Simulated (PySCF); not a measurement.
A run for PySCF: R-BP86/LANL2DZ on AlCu, 2S+1 = 1, a spin state set in the input, which need not be the lowest, a point of a bond scan (R = 2.554 Å).

```python
from pyscf import gto, scf, dft, mp
from pyscf.data.elements import chemcore

mol = gto.M(
    atom='''
    Cu    0.00000000    0.00000000    0.00000000
    Al    0.00000000    0.00000000    2.55443500
    ''',
    basis='lanl2dz',
    ecp={'Al': 'lanl2dz', 'Cu': 'lanl2dz'},
    charge=0, spin=0, verbose=3, max_memory=1800)
mf = dft.RKS(mol, xc='b88,p86')
mf.conv_tol = 1e-8
mf.max_cycle = 100
mf.kernel()
if not mf.converged:
    mf = mf.newton().run(mf.mo_coeff, mf.mo_occ)
```

It printed:

```
converged SCF energy = -198.233321179091
```

The run converged.

Cost: around 0.9 core-seconds (rough).
